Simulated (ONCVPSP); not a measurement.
What one change does to a pseudopotential (Sn, ONCV)

Sn (Z = 50), optimised norm-conserving Vanderbilt (ONCV), made with ONCVPSP 4.0.1 (LDA (Perdew-Zunger), scalar-relativistic). Core [Ar] 3d10, reference 4s2 4p6 4d10 5s1.75 5p2.25. Waves: 4s+5s: rc 1.55 bohr, ncon 4, nbas 8, qcut 9.3 1/bohr, 2 projectors; 4p+5p: rc 1.40 bohr, ncon 4, nbas 9, qcut 12.3 1/bohr, 2 projectors; 4d: rc 1.05 bohr, ncon 3, nbas 7, qcut 10.9 1/bohr, 2 projectors, debl 0.7 Ha. Local part: polynomial inside 0.80 bohr (lpopt 3, dvloc0 0 Ha). Core correction: none.

In the d channel the program set the typed energies aside and used -0.966, 0.250 Ha.

All-electron outer shells of the reference configuration (LDA (Perdew-Zunger), scalar-relativistic, ld1.x):

```json
{"shell": "3p", "level (eV)": "-698.78", "outermost node (bohr)": "0.14", "outermost maximum (bohr)": "0.30"}
{"shell": "3d", "level (eV)": "-474.09", "outermost node (bohr)": "–", "outermost maximum (bohr)": "0.25"}
{"shell": "4s", "level (eV)": "-134.04", "outermost node (bohr)": "0.40", "outermost maximum (bohr)": "0.74"}
{"shell": "4p", "level (eV)": "-89.95", "outermost node (bohr)": "0.41", "outermost maximum (bohr)": "0.79"}
{"shell": "4d", "level (eV)": "-26.27", "outermost node (bohr)": "0.39", "outermost maximum (bohr)": "0.88"}
{"shell": "5s", "level (eV)": "-11.04", "outermost node (bohr)": "0.98", "outermost maximum (bohr)": "1.99"}
{"shell": "5p", "level (eV)": "-4.03", "outermost node (bohr)": "1.09", "outermost maximum (bohr)": "2.52"}
```

Change: all radii scaled by about 0.86 (s 1.34, p 1.20, d 0.90 bohr); local potential polynomial inside 0.70 bohr (lpopt 3, dvloc0 0 Ha).

Cutoffs: the cutoffs (Ha) at which the residual kinetic energy of the hardest occupied pseudo-wave falls to 1 and 0.1 mHa per electron; they do not see the model core or the augmentation charge, which bear on the density cutoff. Errors are all-electron minus pseudo energies relative to the spin-unpolarised reference configuration.

Question: What does the change do?

Answer: The potential gets harder (45 Ha and 53 Ha → 50 Ha and 59 Ha); of the 4 tests that both files solve, the error grows in 0 and shrinks in 1 by more than 15 % and 0.3 meV (median size 1.2 → 0.8 meV); neither file shows a bound ghost. A smaller radius makes the pseudo-wave follow the all-electron one further in, where it bends more sharply, so more plane waves are needed.

```csv
quantity,base,changed
"cutoff, loose",45 Ha,50 Ha
"cutoff, tight",53 Ha,59 Ha
loose cutoff by channel,"s 26 Ha, p 37 Ha, d 45 Ha","s 32 Ha, p 50 Ha, d 48 Ha"
bound ghosts,none,none
GHOST(+) flags under 300 eV,s at 173.7 eV,s at 126.4 eV
"error for 4s2 4p6 4d10 5s2 5p2, meV [ΔE -1.74 eV]",+0.2,+0.1
"error for 4s2 4p6 4d10 5s2 5p1, meV [ΔE 5.35 eV]",-1.2,-1.1
"error for 4s2 4p6 4d10 5s2 5p0, meV [ΔE 19.62 eV]",-4.1,-3.9
"error for 4s2 4p6 4d9 5s2 5p3, meV [ΔE 22.60 eV]",+1.3,+0.5
```
